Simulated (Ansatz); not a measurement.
The Be1–Cl3 bond of BeClF (SMILES [F][Be][Cl]) is stretched (multiplicity 1, the rest rigid).
Geometry at rest (charge 0, multiplicity 1):
```xyz
3

Be     0.0000     0.0000    -0.6130
F      0.0000     0.0000    -1.9883
Cl     0.0000     0.0000     1.1969
```

Correlated levels freeze the cores.

Codes used: Ansatz (a program for electronic structure). 

FIC-MRCISD+Q on CASSCF(6,4)/aug-cc-pV(T+d)Z, total energies (hartree):

| R (Å) | CASSCF | MRCISD | weight c² of the reference |
|---|---|---|---|
| 1.810 | -573.817494 | -574.272115 | 0.90064 |
| 3.167 | -573.681871 | -574.127239 | 0.90002 |
| 5.792 | -573.641893 | -574.076773 | 0.90370 |

Problem. Add the Davidson correction (E_MRCISD − E_CASSCF)(1 − c²)/c² and give the energies above the first point at the three levels.

Solution. 
Corrections (hartree): -0.050155, -0.049476, -0.046340. Above the first point (kcal/mol):
- R = 3.167 Å: CASSCF 85.1, MRCISD 90.9, with the correction 91.3
- R = 5.792 Å: CASSCF 110.2, MRCISD 122.6, with the correction 125.0

Doubts at one or more of the structures used: active orbitals that take no part (FIC-MRCISD+Q on CASSCF(6,4)/aug-cc-pV(T+d)Z).
